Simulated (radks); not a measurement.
The numbers below are computed, except where a source is named.
Pt2+, 76 electrons, occupied as [Xe] 4f14 5d8.

Code: a radial shooting solver on a logarithmic mesh with Libxc functionals. Model: Dirac Kohn-Sham, PBE, spin-unpolarised, spherical densities, point nucleus; open shells are shared between the two j in proportion to 2j + 1.

Energy parts (eV):
| part | energy |
|---|---|
| total | -501932.68 |
| kinetic | 574505.81 |
| electron-nucleus | -1260740.80 |
| Hartree | 194005.73 |
| exchange-correlation | -9703.42 |

Orbitals (lengths in bohr, moments of r in powers of bohr):
orbital  occ.  eigenvalue (eV)      <r^2>  small-component weight
1s1/2       2        -78335.71  0.0004059                8.76e-02
2s1/2       2        -13767.77   0.006142                2.00e-02
2p1/2       2        -13194.41   0.004356                2.01e-02
2p3/2       4        -11465.17   0.005547                1.79e-02
3s1/2       2        -3249.680    0.03993                6.66e-03
3p1/2       2        -2992.784    0.03647                6.61e-03
3p3/2       4        -2612.648    0.04292                5.98e-03
3d3/2       4        -2185.783    0.03299                5.86e-03
3d5/2       6        -2103.868    0.03474                5.69e-03
4s1/2       2        -714.7713     0.1945                2.24e-03
4p1/2       2        -605.8447     0.1989                2.15e-03
4p3/2       4        -515.3182     0.2321                1.91e-03
4d3/2       4        -337.1615     0.2467                1.71e-03
4d5/2       6        -320.3301     0.2586                1.65e-03
4f5/2       6         -92.7975     0.3199                1.27e-03
4f7/2       8         -89.3431     0.3293                1.24e-03
5s1/2       2        -122.4909      1.018                5.52e-04
5p1/2       2         -87.7454      1.205                4.69e-04
5p3/2       4         -72.7309      1.444                3.97e-04
5d3/2     3.2         -26.7825      2.726                2.19e-04
5d5/2     4.8         -25.2780      2.928                2.05e-04
6s1/2       0         -22.1300      6.986                8.43e-05
6p1/2       0         -15.4354      10.04                5.76e-05
6p3/2       0         -13.9576      11.81                4.95e-05

The highest occupied level is 5d5/2 at -25.278 eV. Summed over all electrons, <r^2> = 42.51 bohr^2, which gives a Langevin (diamagnetic) susceptibility term of -33.7 x 10^-6 cm^3/mol. For comparison, the ionisation energy in NIST's Atomic Spectra Database is 29 eV (theoretical). In exact Kohn-Sham theory the highest level is minus the ionisation energy, but local and semilocal functionals leave it too shallow, through self-interaction and a potential that decays too fast; potentials with the right tail come closer. The density falls to 0.001 e/bohr^3 at r = 3.57 bohr.

Beside tabulated values, note that spin-unpolarised runs miss the spin-polarisation part of the exchange energy of open shells.
